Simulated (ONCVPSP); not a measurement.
Cutoff test, Ar, ONCV

| Item | Value |
| --- | --- |
| Element | argon |
| Generator | ONCVPSP 4.0.1 |
| Type | optimised norm-conserving Vanderbilt (ONCV) |
| Functional | PBE |
| Relativity | scalar-relativistic |
| Frozen core | [Ne] |
| Valence charge | 8 |
| Reference configuration | 3s2 3p4 (charge +2) |
| Partial waves | 3s: rc 1.20 bohr, ncon 5, nbas 8, qcut 5.5 1/bohr, 2 projectors, debl 1.1 Ha; 3p: rc 1.00 bohr, ncon 4, nbas 7, qcut 7.1 1/bohr, 3 projectors, debl 3.8 Ha; d scattering state at 0.03 Ha: rc 0.90 bohr, ncon 4, nbas 7, qcut 10 1/bohr, 2 projectors, debl 2.6 Ha |
| Local potential | polynomial inside 0.65 bohr (lpopt 5, dvloc0 6 Ha) |
| Core correction | Teter function fitted to the true core (icmod 2), fcfact 0.35 |

In the s channel the program set the typed energies aside and used -1.858, 0.250 Ha.

Problem. For each optimised wave give the share of its norm inside rc, the residual kinetic energy above qcut (Ha) and the cutoffs (Ha) for errors of 10, 1, 0.1 and 0.01 mHa per electron.

Solution.

```json
{"wave": "3s", "norm inside rc": "0.434", "residual KE": "6.4e-03", "10 mHa": "13.9", "1 mHa": "32.1", "0.1 mHa": "71.2", "0.01 mHa": "86.2"}
{"wave": "s projector 2", "norm inside rc": "0.043", "residual KE": "2.7e-03", "10 mHa": "11.0", "1 mHa": "33.3", "0.1 mHa": "131.3", "0.01 mHa": "156.2"}
{"wave": "3p", "norm inside rc": "0.199", "residual KE": "2.7e-03", "10 mHa": "7.4", "1 mHa": "106.4", "0.1 mHa": "146.6", "0.01 mHa": "205.9"}
{"wave": "p projector 2", "norm inside rc": "0.046", "residual KE": "2.3e-02", "10 mHa": "48.9", "1 mHa": "178.4", "0.1 mHa": "209.9", "0.01 mHa": "277.8"}
{"wave": "p projector 3", "norm inside rc": "0.033", "residual KE": "2.6e-02", "10 mHa": "54.0", "1 mHa": "241.5", "0.1 mHa": "282.7", "0.01 mHa": "375.7"}
{"wave": "d projector 1", "norm inside rc": "0.048", "residual KE": "1.2e-03", "10 mHa": "32.9", "1 mHa": "51.8", "0.1 mHa": "174.6", "0.01 mHa": "213.0"}
{"wave": "d projector 2", "norm inside rc": "0.060", "residual KE": "3.6e-03", "10 mHa": "42.3", "1 mHa": "59.1", "0.1 mHa": "117.5", "0.01 mHa": "270.6"}
```

The occupied waves need 106 Ha and 147 Ha for 1 and 0.1 mHa. Note: ghosts flagged at negative energy: p at -231.5 eV; GHOST(+) flagged for s at 110.2 eV. A true bound ghost makes a file unfit for plane-wave use.
